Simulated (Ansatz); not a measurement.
C₂H₁₀N₃Sc (`C[N](C)[Sc]([NH2])[NH2]`), relaxed with RKS PBE0-D4/def2-TZVP in the Gaussian-basis code of Ansatz from a GFN2-xTB geometry. The force threshold is 0.005 eV/Å; the program also tests the step.

The species carries charge 0 and has multiplicity 1.

Start:

```xyz
16

C     1.424    0.426    1.450
N     0.579    0.561    0.267
C     0.916    1.829   -0.373
Sc   -0.822   -0.793   -0.378
N    -1.664   -0.622   -2.209
N    -1.404   -2.334    0.797
H     1.214   -0.515    1.971
H     2.494    0.443    1.176
H     1.256    1.262    2.153
H     0.310    1.982   -1.273
H     1.983    1.857   -0.659
H     0.743    2.677    0.314
H    -2.368   -1.230   -2.630
H    -1.458    0.062   -2.938
H    -2.086   -3.061    0.577
H    -1.117   -2.545    1.754
```

How much energy does the relaxation release, and in how many steps? (Estimate.)

Ansatz gave: 2.41 kcal/mol, in 11 steps, 1 of them rejected.

Which bonds change most? (Best estimate.)

Ansatz gave: N2–Sc4 from 2.051 to 1.991 Å; Sc4–N6 from 2.023 to 1.999 Å; Sc4–N5 from 2.023 to 1.999 Å; C1–N2 from 1.461 to 1.439 Å.

Give the relaxed structure. (An estimate is asked.)

The calculation gave: 
```xyz
16

C     1.281    0.438    1.510
N     0.571    0.550    0.264
C     0.960    1.721   -0.476
Sc   -0.790   -0.761   -0.364
N    -1.704   -0.486   -2.120
N    -1.239   -2.349    0.762
H     0.972   -0.460    2.058
H     2.371    0.369    1.364
H     1.102    1.300    2.171
H     0.409    1.789   -1.421
H     2.033    1.719   -0.726
H     0.764    2.651    0.082
H    -2.407   -1.092   -2.526
H    -1.563    0.274   -2.774
H    -1.913   -3.070    0.534
H    -0.846   -2.594    1.663
```
